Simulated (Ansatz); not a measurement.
Geometry optimisation, DFT PBE, scalar-relativistic, plane waves, PAW in Ansatz.

input.yaml

```yaml
crystal:
  lattice:
    - [0.0, 5.43, 5.43]
    - [5.43, 0.0, 5.43]
    - [5.43, 5.43, 0.0]
  atoms:
    - { symbol: Si, position: [0.0, 0.0, 0.0] }
    - { symbol: Si, position: [0.125, 0.125, 0.125] }
    - { symbol: Si, position: [0.0, 0.0, 0.5] }
    - { symbol: Si, position: [0.125, 0.125, 0.625] }
    - { symbol: Si, position: [0.0, 0.5, 0.0] }
    - { symbol: Si, position: [0.125, 0.625, 0.125] }
    - { symbol: Si, position: [0.0, 0.5, 0.5] }
    - { symbol: Si, position: [0.125, 0.625, 0.625] }
    - { symbol: Si, position: [0.5, 0.0, 0.0] }
    - { symbol: Si, position: [0.625, 0.125, 0.125] }
    - { symbol: Si, position: [0.5, 0.0, 0.5] }
    - { symbol: Si, position: [0.625, 0.125, 0.625] }
    - { symbol: Si, position: [0.5, 0.5, 0.0] }
    - { symbol: Si, position: [0.625, 0.625, 0.125] }
    - { symbol: Si, position: [0.5, 0.5, 0.5] }
    - { symbol: Si, position: [0.625, 0.625, 0.625] }
    - { symbol: Ti, position: [0.820383, 0.3079754, 0.3153392] }
basis:
  ecutwfc: 420.0
kpoints:
  mp_grid: { grid: [2, 2, 2] }
hamiltonian:
  xc: pbe
  pseudopotentials: { kind: paw, azcp: { folder: soft_1 } }
scf:
  occupations: { method: fermi_dirac, width: 0.02 }
  lower_state_search: "off"
relax:
  f_tol: 0.03
  max_steps: 60
  adjacent_minimum: "off"
```

Command:

```bash
$ ansatz run input.yaml --threads 1 --pin off --max-ram 3072MiB --backend cpu --events-out ev --progress --plain --runs-dir out
```

Question: Where does it end, and by what steps?

Answer: The run converged. Limits of this set-up: coarse k mesh. After 9 steps the energy has fallen by 3.268 eV; Ti17 moved furthest, 1.06 Å.

```json
{"step": "0", "energy less start (eV)": "0.0000", "largest force component (eV/Å)": "3.662", "accepted": "yes"}
{"step": "1", "energy less start (eV)": "-1.2736", "largest force component (eV/Å)": "1.312", "accepted": "yes"}
{"step": "2", "energy less start (eV)": "-1.6543", "largest force component (eV/Å)": "0.737", "accepted": "yes"}
{"step": "3", "energy less start (eV)": "-2.0092", "largest force component (eV/Å)": "1.113", "accepted": "yes"}
{"step": "4", "energy less start (eV)": "-2.3859", "largest force component (eV/Å)": "0.884", "accepted": "yes"}
{"step": "5", "energy less start (eV)": "-2.7893", "largest force component (eV/Å)": "0.903", "accepted": "yes"}
{"step": "6", "energy less start (eV)": "-3.1159", "largest force component (eV/Å)": "0.440", "accepted": "yes"}
{"step": "7", "energy less start (eV)": "-3.2585", "largest force component (eV/Å)": "0.127", "accepted": "yes"}
{"step": "8", "energy less start (eV)": "-3.2672", "largest force component (eV/Å)": "0.045", "accepted": "yes"}
{"step": "9", "energy less start (eV)": "-3.2678", "largest force component (eV/Å)": "0.017", "accepted": "yes"}
```

```xyz
17
Lattice="0.0000 5.4300 5.4300 5.4300 0.0000 5.4300 5.4300 5.4300 0.0000" Properties=species:S:1:pos:R:3
Si -0.031 -0.045 -0.048
Si 1.278 1.322 1.330
Si 2.635 2.714 -0.077
Si 4.031 4.069 1.321
Si 2.621 -0.078 2.730
Si 4.021 1.322 4.073
Si 5.429 2.714 2.718
Si 6.752 4.012 4.031
Si -0.022 2.705 2.694
Si 1.315 4.052 4.036
Si 2.661 5.383 2.689
Si 4.044 6.749 3.995
Si 2.655 2.704 5.374
Si 4.034 4.010 6.747
Si 5.445 5.347 5.333
Si 6.783 6.748 6.736
Ti 4.033 6.739 6.747
```

Run time: 65 s on 1 thread of Arm Neoverse V1, with other jobs on the host, peak memory 0.55 GiB.
